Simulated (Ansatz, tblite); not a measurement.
Isomers of Li₈Sn (singlet), found by a short tight-binding search and relaxed with PBE0-D4/def2-SVP in Ansatz.

In the def2 sets Sn takes a core potential; there is no spin–orbit coupling. The xTB rows come from tblite. HSE06 is defined as in plane-wave codes, on full-range PBE exchange. Correlated methods freeze 4 core orbitals; core or outer-core shells of Li, Sn are correlated, in sets that lack core-valence functions.

Run but left out: HF/def2-TZVPP (A: restricted singlet, unstable towards broken spin symmetry).

A: The restricted singlet is unstable towards broken spin symmetry in Hartree–Fock (as tested in another run); at PBE-D4/def2-TZVP, r2SCAN-D4/def2-TZVP, PBE0-D4/def2-TZVP, HSE06-D4/def2-TZVP and others this wasn't settled. At CCSD(T)/def2-TZVPP the restricted singlet (for correlated methods, its reference) is unstable: a solution with broken spin symmetry lies lower. B: The restricted singlet is unstable towards broken spin symmetry in Hartree–Fock (as tested in another run); at PBE-D4/def2-TZVP, r2SCAN-D4/def2-TZVP, PBE0-D4/def2-TZVP, HSE06-D4/def2-TZVP and others this wasn't settled. At CCSD(T)/def2-TZVPP the restricted singlet (for correlated methods, its reference) is unstable: a solution with broken spin symmetry lies lower. C: The restricted singlet is unstable towards broken spin symmetry in Hartree–Fock (as tested in another run); at PBE-D4/def2-TZVP, r2SCAN-D4/def2-TZVP, PBE0-D4/def2-TZVP, HSE06-D4/def2-TZVP and others this wasn't settled. At CCSD(T)/def2-TZVPP the restricted singlet (for correlated methods, its reference) is unstable: a solution with broken spin symmetry lies lower.

Other spin states weren't relaxed.

A:

Cartesian coordinates in Å:
```
Li -2.267 -3.906 0.856
Li -2.337 -1.488 -1.228
Li 3.453 3.033 0.092
Li 1.805 0.777 -1.535
Li 0.212 -2.025 -0.014
Li 1.312 0.911 1.272
Li -1.834 -0.767 1.522
Li 0.304 2.987 -0.442
Sn -0.649 0.477 -0.522
```

B:

```xyz
9

Li   -0.6934    2.5477   -0.2222
Li   -3.4305    1.0436   -0.2572
Li    3.0917    0.1906    1.7770
Li   -2.3323   -2.5110    0.0796
Li    0.8632   -1.8786    0.2100
Li   -0.8632   -0.1988   -1.3692
Li   -1.0285    0.0020    1.3250
Li    3.0738   -0.0227   -1.5979
Sn    1.3192    0.8271    0.0548
```

C:

```xyz
9

Li   -0.266    1.828    0.029
Li   -2.172    1.348   -2.344
Li   -3.011    1.400    1.395
Li   -1.335   -0.620   -0.130
Li    1.237   -2.849    0.162
Li   -0.370   -0.035    2.581
Li    0.748   -0.061   -2.004
Li    3.763   -0.684   -0.318
Sn    1.405   -0.328    0.629
```

Question: Estimate which lies lowest at each level, and how far above it the others are (kJ/mol).

Answer: 
```json
{"level": "GFN1-xTB", "A": "7.3", "B": "0.0", "C": "10.0"}
{"level": "PBE-D4/def2-TZVP", "A": "0.0", "B": "15.5", "C": "13.4"}
{"level": "r2SCAN-D4/def2-TZVP", "A": "0.0", "B": "15.3", "C": "14.6"}
{"level": "PBE0-D4/def2-TZVP", "A": "0.0", "B": "19.3", "C": "16.8"}
{"level": "HSE06-D4/def2-TZVP", "A": "0.0", "B": "18.1", "C": "15.8"}
{"level": "CAM-B3LYP-D4/def2-TZVP", "A": "0.0", "B": "28.2", "C": "25.9"}
{"level": "MP2/def2-TZVPP", "A": "0.0", "B": "22.1", "C": "21.0"}
{"level": "CCSD/def2-TZVPP", "A": "0.0", "B": "30.5", "C": "29.2"}
{"level": "CCSD(T)/def2-TZVPP", "A": "0.0", "B": "25.7", "C": "24.7"}
```
Point groups (tolerance 0.1 Å): A C2, B not assigned, C not assigned. Lower isomers may exist.
